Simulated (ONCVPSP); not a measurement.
# Reading a pseudo-wave (copper (Cu))

Columns: radius, all-electron u(r) and pseudo u(r) of the 3s shell (level -114.50 eV) of copper in the configuration [Ne] 3s2 3p6 3d10 4s1; BLYP, scalar-relativistic, ONCV scheme, ONCVPSP 4.0.1.

| r (bohr) | all-electron | pseudo |
| --- | --- | --- |
| 0.060 | 0.1027 | 0.1976 |
| 0.120 | -0.5699 | 0.3890 |
| 0.180 | -0.6815 | 0.5682 |
| 0.240 | -0.3707 | 0.7303 |
| 0.300 | 0.0962 | 0.8707 |
| 0.360 | 0.5459 | 0.9866 |
| 0.420 | 0.9004 | 1.0756 |
| 0.480 | 1.1400 | 1.1368 |
| 0.540 | 1.2736 | 1.1704 |
| 0.600 | 1.3222 | 1.1777 |
| 0.660 | 1.3074 | 1.1607 |
| 0.720 | 1.2503 | 1.1227 |
| 0.780 | 1.1667 | 1.0675 |
| 0.840 | 1.0692 | 0.9992 |
| 0.900 | 0.9661 | 0.9218 |
| 0.960 | 0.8635 | 0.8390 |
| 1.020 | 0.7651 | 0.7540 |
| 1.080 | 0.6731 | 0.6696 |
| 1.140 | 0.5889 | 0.5883 |
| 1.200 | 0.5127 | 0.5126 |
| 1.260 | 0.4447 | 0.4446 |
| 1.320 | 0.3843 | 0.3843 |
| 1.380 | 0.3312 | 0.3312 |
| 1.440 | 0.2848 | 0.2848 |
| 1.500 | 0.2444 | 0.2443 |
| 1.560 | 0.2093 | 0.2093 |

(1) How many radial nodes do the two functions have?

(2) At about which radius was the pseudo-wave matched?

(3) Where does each function peak?

(4) Is the pseudo-wave norm-conserving?

## Answers

(1) The all-electron 3s function has n − l − 1 = 2; the pseudo-wave has 0, since the states of the same l below it are removed with the core.

(2) 1.20 bohr, where the columns begin to agree (steps of 0.06 bohr).

(3) Outermost all-electron maximum near 0.60 bohr, pseudo maximum near 0.60 bohr (to the table’s step).

(4) Yes: the ONCV scheme keeps the norm inside the radius equal to the all-electron one, which fixes the energy derivative of the logarithmic derivative at the level.
